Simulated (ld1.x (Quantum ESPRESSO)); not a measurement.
W, TM: configuration errors across variants

ld1.x (Quantum ESPRESSO) 7.5 input, shortened:

```
&input
   title='W', zed=74., rel=1, dft='PBE', iswitch=3,
   config='[Xe] 4f14 5d4 6s2 6p0'
 /
 &inputp
   pseudotype=2, tm=.true., lloc=2,
   nlcc=.false.
 /
3
6S  1  0   2.00   0.00  2.70  2.70  0.0
5P  2  1   6.00   0.00  1.55  1.55  0.0
5D  3  2   4.00   0.00  2.15  2.15  0.0
 &test
   configts(1)='5p6 5d4 6s2 6p0'
 /
```

All-electron excitation energies from the reference (eV): (1) 5p6 5d4 6s1 6p0 8.883; (2) 5p6 5d4 6s0 6p0 24.563; (3) 5p6 5d3 6s0 6p0 49.945; (4) 5p6 5d3 6s2 6p0 8.830; (5) 5p6 5d2 6s0 6p0 87.156; (6) 5p6 5d4.5 6s1.5 6p0 0.695.

Tests that are not counted but printed errors over 1 eV. “base”: 5p6 5d3 6s2 6p1 (an occupied level unbound or not found, printed error -2.4 eV). “core correction a·sin(br)/r model core inside 0.70 bohr”: 5p6 5d3 6s2 6p1 (solver errors, printed error -2.4 eV). “core correction a·sin(br)/r model core inside 1.00 bohr”: 5p6 5d3 6s2 6p1 (solver errors, printed error -2.4 eV). “core correction a·sin(br)/r model core inside 1.32 bohr”: 5p6 5d3 6s2 6p1 (solver errors, printed error -2.4 eV). “core correction a·sin(br)/r model core inside 1.60 bohr”: 5p6 5d3 6s2 6p1 (solver errors, printed error -2.4 eV).

A true bound ghost makes a file unfit for plane-wave use even where its test errors are small: the radial tests pick states by their node count and pass the ghost by. Where a test does run into it, the solver fails or the error is huge.

Errors AE − PS in meV (a dash: test not solved or not reliable):

```csv
change,(1),(2),(3),(4),(5),(6),bound ghosts
base,-8.0,-25,+43,-14,+79,-9.2,"p, s"
core correction a·sin(br)/r model core inside 0.70 bohr,-11,-46,-11,-18,-63,-10,"p, s"
core correction a·sin(br)/r model core inside 1.00 bohr,-11,-46,-11,-18,-63,-10,"p, s"
core correction a·sin(br)/r model core inside 1.32 bohr,-11,-46,-11,-18,-64,-10,"p, s"
core correction a·sin(br)/r model core inside 1.60 bohr,-11,-45,-11,-18,-63,-10,"p, s"
```

(1) Give the same row for: core correction a·sin(br)/r model core inside 1.82 bohr.

Results:

(1) -10, -44, -7.5, -17, -49, -9.9; bound ghosts: p, s. Not counted: 5p6 5d3 6s2 6p1 (solver errors, printed error -2.4 eV).
